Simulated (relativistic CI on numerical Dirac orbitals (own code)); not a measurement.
## Sc⁴⁺: from the plainest model towards the measured levels

Calculated with a relativistic CI code on KLI orbitals (one set per configuration, finite nucleus), adding one ingredient at a time: step 1, Dirac-Coulomb, each configuration alone; step 2, with Breit and QED terms; step 3, with configuration mixing; step 4, with scaled Slater integrals (0.85); step 5, with a P86 correlation estimate; step 6, tied to the ionisation limit. P86 is a density functional for the correlation energy, evaluated here for each configuration and added to its levels. Step 6 is semi-empirical: configurations made of the next ion and one excited electron move by -18448 cm⁻¹, so that their limit matches the tabulated ionisation energy, and those with a non-penetrating f or g electron also take the P86 value of the least penetrating other one.

CI space (outside the closed core [Ne]): 3s2 3p5, 3s 3p6, 3s2 3p4 3d, 3s2 3p4 4s, 3s2 3p4 5s, 3s 3p5 3d, 3s2 3p4 4p, 3s2 3p4 4d, 3p6 3d, 3s2 3p4 4f, 3s 3p4 3d2, 3s2 3p4 5p, 3s2 3p4 5d, 3s 3p5 4s, 3s2 3p3 3d2, 3s2 3p2 3d3, 3s2 3p2 3d2 4s, 3s2 3p2 3d2 5s, 3s 3p3 3d3, 3s2 3p2 3d2 4p, 3p5 3d2, 3p4 3d3, 3p4 3d2 4s, 3p4 3d2 5s, 3p4 3d2 4p.

Computed minus measured energy above the ground level, in cm⁻¹, for 8 of the 12 excited levels that pair in every step (one J of a term; a digit in brackets numbers repeated terms):

```csv
Configuration,Term,J,Measured,Step 1,Step 2,Step 3,Step 4,Step 5,Step 6
3s2 3p5,2P°,1/2,4326,192,53,-41,-25,-24,-24
3s 3p6,2S,1/2,174412,53480,53245,-1961,7658,8478,3017
3s2 3p4 3d,2P,1/2,254638,-1253,-1479,3202,5133,6166,-11770
3s2 3p4 3d,2S,1/2,337650,-34878,-35170,7911,-3024,-2013,-14385
3s2 3p4 4s,4P,5/2,386387,-4733,-4804,9041,7799,14156,-4008
3s2 3p4 4s,2P,3/2,395498,-4092,-4190,10156,7384,13716,-4445
3s2 3p4 4s,2S,1/2,437508,5889,5769,12651,4353,10712,-7300
3s2 3p4 5s,2P,1/2,550800,-1537,-1768,10467,10962,18624,439
```

Mean absolute errors in cm⁻¹, over all paired levels and for the configurations:

```
Configuration, levels  Step 1  Step 2  Step 3  Step 4  Step 5  Step 6
              all, 12   11723   11749    7870    4914    8011    7919
           3s2 3p5, 1     192      53      41      25      24      24
            3s 3p6, 1   53480   53245    1961    7658    8478    3017
        3s2 3p4 3d, 5   13361   13406    7988    2682    3342   14269
        3s2 3p4 4s, 4    4666    4723   10509    6728   13073    5051
        3s2 3p4 5s, 1    1537    1768   10467   10962   18624     439
```

Measured levels: Sugar and Corliss, J. Phys. Chem. Ref. Data 9, 473 (1980). Some J values or terms of the table were assigned by a fit.

Question: What does each ingredient do to the ground and the excited configurations, and where is the model closest to experiment?

Answer: The Breit and QED terms change the top of the ground term (measured 4326) from 4518 to 4379. Mixing lowers the ground level by 28838, with 3s2 3p3 3d2 as its largest admixture; relative to it the configurations that move most are 3s 3p6 by -55206, 3s2 3p4 4s by +12347, 3s2 3p4 5s by +12235. Configurations whose own partners of that kind are not in the list rise by much of that lowering, so a short list can trade one imbalance for another. The P86 estimate moves 3s2 3p4 5s by +7661, 3s2 3p4 4s by +6345, 3s2 3p4 3d by +1065, and takes the mean absolute error of the excited configurations from 5358 to 8737; it adds to levels that were already too high. Step 6 takes that error from 8737 to 8637; the error more than halves for 3s 3p6, 3s2 3p4 4s, 3s2 3p4 5s; it grows for 3s2 3p4 3d. The shift fits the limit, so it does little for low levels whose errors differ from those near the limit. The mean absolute error is lowest at step 4 (4914 cm⁻¹), and the largest single drop is from step 2 to 3 (11749 to 7870).
